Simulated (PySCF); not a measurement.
# SMILES CCB(Br)NC1CC1, C5H11BBrN

Cartesian coordinates in Å; atom numbers follow the order of the lines, from 1:
```xyz
19

C    -3.021    0.466   -0.128
C    -1.595    0.268    0.392
B    -0.781   -0.918   -0.284
Br   -1.615   -2.191   -1.427
N     0.578   -1.081   -0.067
C     1.410   -0.252    0.753
C     2.032    0.984    0.162
C     2.881   -0.207    0.494
H    -3.506    1.297    0.379
H    -3.620   -0.429    0.035
H    -3.014    0.675   -1.197
H    -1.639    0.100    1.474
H    -1.041    1.204    0.268
H     1.084   -1.830   -0.523
H     1.071   -0.193    1.782
H     2.112    1.866    0.778
H     1.838    1.190   -0.879
H     3.550   -0.146    1.337
H     3.266   -0.794   -0.327
```

The calculation used PySCF 2.14.0, GIAO PBE0/pcSseg-1 magnetisability, rotational g tensor and spin-rotation constants, non-relativistic, gas phase. Geometry: GFN2-xTB.

The calculation is non-relativistic, which matters for the atoms heavier than Zn.

Q: Give the nuclear spin-rotation constants along the inertial axes (H = +C I·J) beside the isotropic shieldings.

A: Rotational constants 2.1500, 0.7162, 0.5625 GHz. A star marks the isotopologue with that one atom substituted, in its own axes.
| atom | isotope | Caa (kHz) | Cbb (kHz) | Ccc (kHz) | mean (kHz) | σ (ppm) |
| --- | --- | --- | --- | --- | --- | --- |
| B3 | 11B | 0.782 | 0.221 | 0.108 | 0.370 | 55.4 |
| Br4 | 79Br | 2.184 | 0.869 | 0.416 | 1.156 | 2475.3 |
| N5 | 14N | 0.182 | 0.081 | 0.038 | 0.100 | 124.8 |
| H9 | 1H | -0.238 | 0.017 | -0.059 | -0.094 | 30.5 |
| H10 | 1H | -0.066 | -0.070 | -0.034 | -0.057 | 30.3 |
| H11 | 1H | -0.217 | -0.072 | 0.004 | -0.095 | 30.6 |
| H12 | 1H | -0.233 | -0.064 | -0.001 | -0.099 | 30.6 |
| H13 | 1H | -0.091 | -0.058 | -0.039 | -0.063 | 30.3 |
| H14 | 1H | -0.251 | 0.047 | -0.066 | -0.090 | 27.2 |
| H15 | 1H | -0.224 | -0.044 | -0.008 | -0.092 | 29.2 |
| H16 | 1H | -0.157 | -0.022 | -0.061 | -0.080 | 31.1 |
| H17 | 1H | -0.206 | -0.088 | -0.001 | -0.098 | 31.4 |
| H18 | 1H | -0.062 | -0.078 | -0.042 | -0.061 | 30.9 |
| H19 | 1H | -0.231 | -0.008 | -0.057 | -0.099 | 31.3 |
| C1 | 13C* | 0.284 | 0.094 | 0.079 | 0.152 | 173.4 |
| C2 | 13C* | 0.315 | 0.102 | 0.068 | 0.162 | 172.3 |
| C6 | 13C* | 0.301 | 0.116 | 0.093 | 0.170 | 158.7 |
| C7 | 13C* | 0.206 | 0.119 | 0.077 | 0.134 | 174.0 |

For the geometry as given, no vibrational averaging.

Q: How do the rotational constants and the g tensor change when H9, H10, H11, H12, H13, H14, H15, H16, H17, H18, H19 are replaced by deuterium?

A: Constants 1.7700, 0.6424, 0.4996 GHz; g 0.0010, -0.0019, 0.0006, against 0.0015, -0.0021, 0.0008 before.
